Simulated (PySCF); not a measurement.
## A small calculation by hand: refractive index and permittivity of the vapour

C₅H₄BF, SMILES C#C[C@@H]1C=CB1F.

The structure is a stationary point at B3LYP-D3(BJ)/def2-SVP. The structure was generated by enumeration; whether it is a known compound was not checked.

PBE/def2-TZVP run with PySCF gives a mean static polarisability of 68.4 bohr³ and a dipole moment of 1.78 D. Take an ideal gas at 298.15 K and 0.1 bar, whether or not the substance is that volatile.

Task: Work out n − 1 in the optical limit and the static ε − 1.

Result: 
Polarisability volume α' = 68.4 × 0.148185 = 10.14 Å³. Number density N = p/kT = 2.43e-6 Å⁻³.
Dilute limit of Lorentz–Lorenz: n − 1 = 2π N α' = 0.00015.
Orientation term of Debye: μ²/(3kT) = 8.098 Å³ × μ²(D²) = 25.66 Å³.
ε − 1 = 4π N (α' + μ²/3kT) = 0.0011. Orientation of the dipole supplies 72 % of the static response; it can't follow optical fields. Vibrational polarisation and dispersion are left out.
